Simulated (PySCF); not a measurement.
# Effect of structural changes

The calculation used GIAO B3LYP/pcSseg-1 magnetisability, rotational g tensor and spin-rotation constants, non-relativistic, gas phase (PySCF 2.14.0). Geometry: GFN2-xTB.

Each molecule in one low-energy conformer. The parent is F/C=C(/F)C[SiH3].

How does the isotropic susceptibility change along this series?
- F/C=C(/F)C[SiH3] (base)
- N#C[C@H]([SiH3])/C(F)=C\F (H on C replaced by CN)
- C#C[C@@H]([SiH3])/C(F)=C\F (H on C replaced by ethynyl)
- C=CC[C@H]([SiH3])/C(F)=C/F (H on C replaced by allyl)
- C=C(C)[C@H]([SiH3])/C(F)=C\F (H on C replaced by isopropenyl)
- O=CO[C@H]([SiH3])/C(F)=C/F (H on C replaced by OCHO)


```
                    molecule  χ, cgs (10⁻⁶ cm³/mol)  magnetisability anisotropy (10⁻³⁰ J/T²)
            F/C=C(/F)C[SiH3]                  -57.5                                       91
   N#C[C@H]([SiH3])/C(F)=C\F                  -67.6                                      197
  C#C[C@@H]([SiH3])/C(F)=C\F                  -72.6                                      156
  C=CC[C@H]([SiH3])/C(F)=C/F                  -83.4                                      157
C=C(C)[C@H]([SiH3])/C(F)=C\F                  -82.8                                      150
  O=CO[C@H]([SiH3])/C(F)=C/F                  -68.5                                       82
```
The isotropic susceptibility is lowest for C=CC[C@H]([SiH3])/C(F)=C/F and highest for F/C=C(/F)C[SiH3].
